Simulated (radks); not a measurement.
Species: In. Configuration: [Kr] 4d10 5s2 5p1.

Calculated with a radial shooting solver on a logarithmic mesh with Libxc functionals: scalar-relativistic Kohn-Sham, PBE, spin-polarised, spherical densities, finite nucleus; open shells are filled with parallel spins first (spin-orbit coupling, left out, can overturn this in heavy ions); Fermi nuclear charge, rms radius 4.6156 fm; hard spherical wall at 3 bohr.

Energy parts (hartree):
| part | energy |
|---|---|
| total | -5879.47983 |
| kinetic | 6137.93636 |
| electron-nucleus | -14254.51686 |
| Hartree | 2397.48803 |
| exchange-correlation | -160.38736 |

Orbitals (lengths in bohr, moments of r in powers of bohr; <r^-3> diverges for s and p1/2; r(max) is where P^2 peaks):
| orbital | occ. | eigenvalue (hartree) | r(max) | <r^-3> | <1/r> |
|---|---|---|---|---|---|
| 1s up | 1 | -1019.226 | 0.01922 | - | 51.85 |
| 1s down | 1 | -1019.224 | 0.01922 | - | 51.85 |
| 2s up | 1 | -152.0627 | 0.1086 | - | 11.82 |
| 2s down | 1 | -152.0616 | 0.1086 | - | 11.82 |
| 2p up | 3 | -136.4200 | 0.08692 | 4373 | 11.38 |
| 2p down | 3 | -136.4180 | 0.08693 | 4373 | 11.38 |
| 3s up | 1 | -28.35033 | 0.3156 | - | 4.180 |
| 3s down | 1 | -28.34800 | 0.3156 | - | 4.180 |
| 3p up | 3 | -23.22774 | 0.3089 | 800.0 | 3.981 |
| 3p down | 3 | -23.22507 | 0.3089 | 800.0 | 3.981 |
| 3d up | 5 | -15.27303 | 0.2583 | 109.8 | 3.752 |
| 3d down | 5 | -15.27049 | 0.2583 | 109.8 | 3.752 |
| 4s up | 1 | -3.82632 | 0.7710 | - | 1.625 |
| 4s down | 1 | -3.82067 | 0.7713 | - | 1.624 |
| 4p up | 3 | -2.31168 | 0.8184 | 137.3 | 1.463 |
| 4p down | 3 | -2.30577 | 0.8187 | 137.3 | 1.464 |
| 4d up | 5 | -0.15060 | 0.9409 | 12.05 | 1.133 |
| 4d down | 5 | -0.13888 | 0.9401 | 12.18 | 1.139 |
| 5s up | 1 | 0.45750 | 1.869 | - | 0.7164 |
| 5s down | 1 | 0.49980 | 1.861 | - | 0.7196 |
| 5p up | 1 | 0.94089 | 1.982 | 38.70 | 0.7136 |
| 5p down | 0 | 0.98547 | 1.978 | 38.90 | 0.7149 |
| 4f up | 0 | 1.67907 | 1.826 | 0.6281 | 0.6761 |
| 4f down | 0 | 1.71222 | 1.802 | 0.6502 | 0.6830 |
| 5d up | 0 | 1.86413 | 2.148 | 8.007 | 0.7947 |
| 5d down | 0 | 1.90551 | 2.147 | 7.902 | 0.7899 |
| 6s up | 0 | 3.48782 | 2.427 | - | 0.8462 |
| 6s down | 0 | 3.51156 | 2.427 | - | 0.8448 |

The highest occupied level is 5p up at 25.603 eV. The density falls to 0.001 e/bohr^3 at r = 2.87 bohr.
